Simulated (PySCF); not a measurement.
Ge⁺ (germanium, charge +1) across methods

[Ar] 3d10 4s1 4p2, high-spin 4P determinant (an excited configuration). All numbers are calculated (PySCF 2.14, scalar relativity through the core potential, in aug-cc-pwCVDZ-PP with ECP10MDF).

```csv
method,E (hartree),mean ε 3d β (eV),mean ε 4s α (eV),mean ε 4p α (eV),Σ⟨r²⟩ (bohr²),⟨S²⟩
r2SCAN0,-293.8746,-43.969,-23.918,-14.300,29.05,3.752
HSE06,-293.9448,-43.304,-22.995,-13.611,29.30,3.751
TPSS,-293.9117,-39.929,-21.813,-12.902,29.25,3.751
PBE,-293.9765,-39.966,-21.730,-12.854,29.37,3.751
BHandHLYP,-293.8426,-47.414,-24.869,-14.911,29.24,3.751
UHF,-292.89014,-53.934,-27.880,-17.132,29.48,3.752
r2SCAN,-293.8775,-40.265,-22.421,-13.243,29.05,3.752
LDA,-293.4910,-40.147,-21.969,-12.890,29.33,3.751
```

(1) Estimate the same row for PBE0.

Energies and moments cover only the electrons outside the core potential.

## Answers

(1) E (hartree) = -293.9522; mean ε 3d β (eV) = -43.735; mean ε 4s α (eV) = -23.418; mean ε 4p α (eV) = -14.035; Σ⟨r²⟩ (bohr²) = 29.27; ⟨S²⟩ = 3.751.
